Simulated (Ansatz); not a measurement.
Geometry optimisation, RHF/def2-SVP in Ansatz 0.2.0.

The input (input.yaml):

```yaml
crystal:
  periodic: [false, false, false]
  atoms:
    - { symbol: Ga, position_ang: [0.308416, 0.505541, -0.300764] }
    - { symbol: O, position_ang: [-0.564379, -0.654685, 2.293636] }
    - { symbol: H, position_ang: [-1.488897, -0.642514, 2.495194] }
    - { symbol: Cl, position_ang: [1.773778, -0.767447, -1.184011] }
    - { symbol: Cl, position_ang: [-1.644368, 0.68497, -1.140374] }
    - { symbol: O, position_ang: [0.771514, 1.592957, 1.026385] }
    - { symbol: Si, position_ang: [1.875615, 2.638807, 1.655986] }
    - { symbol: H, position_ang: [3.090482, 1.909536, 2.085187] }
    - { symbol: H, position_ang: [2.261838, 3.654796, 0.64896] }
    - { symbol: H, position_ang: [1.278933, 3.314024, 2.828952] }
    - { symbol: H, position_ang: [-0.241332, 0.245316, 2.463449] }
basis:
  gaussian: { orbitals: def2-SVP }
hamiltonian:
  xc: hf
relax:
  f_tol: 0.03
  max_steps: 50
```

Run as:

```bash
$ ansatz run input.yaml --threads 4 --pin off --max-ram 5120MiB --backend cpu --events-out ev --progress --plain --runs-dir out
```

Where does it end, and by what steps?

The forces met the threshold. After 17 steps the energy has fallen by 0.668 eV; H3 moved furthest, 0.78 Å. Joined: Ga1–O2 (2.97 → 2.07 Å).

| step | energy less start (eV) | largest force component (eV/Å) | accepted |
| --- | --- | --- | --- |
| 0 | 0.0000 | 1.284 | yes |
| 1 | -0.1163 | 1.721 | yes |
| 2 | -0.3406 | 1.750 | yes |
| 3 | -0.5085 | 1.835 | yes |
| 4 | -0.6015 | 0.954 | yes |
| 5 | -0.6334 | 0.538 | yes |
| 6 | -0.6054 | 0.594 | no |
| 7 | -0.6581 | 0.077 | yes |
| 8 | -0.6619 | 0.031 | yes |
| 9 | -0.6641 | 0.242 | yes |
| 10 | -0.6655 | 0.069 | yes |
| 11 | -0.6672 | 0.034 | yes |
| 12 | -0.6669 | 0.198 | no |
| 13 | -0.6679 | 0.057 | yes |
| 14 | -0.6677 | 0.085 | no |
| 15 | -0.6681 | 0.033 | yes |
| 16 | -0.6681 | 0.046 | no |
| 17 | -0.6682 | 0.028 | yes |

```xyz
11
Properties=species:S:1:pos:R:3
Ga 0.238 0.372 0.201
O -0.621 -0.650 1.780
H -1.551 -0.844 1.745
Cl 1.517 -1.058 -0.783
Cl -1.588 0.941 -0.822
O 0.980 1.550 1.299
Si 1.982 2.800 1.626
H 3.326 2.309 2.015
H 2.130 3.692 0.451
H 1.433 3.590 2.754
H -0.425 -0.221 2.607
```

Whether the end is a true minimum wasn't checked by a vibrational analysis.

Time of the run: 16 s on 4 threads of AMD EPYC 9R45 96-Core Processor (Zen 5), on a shared host, peak memory 0.42 GiB.
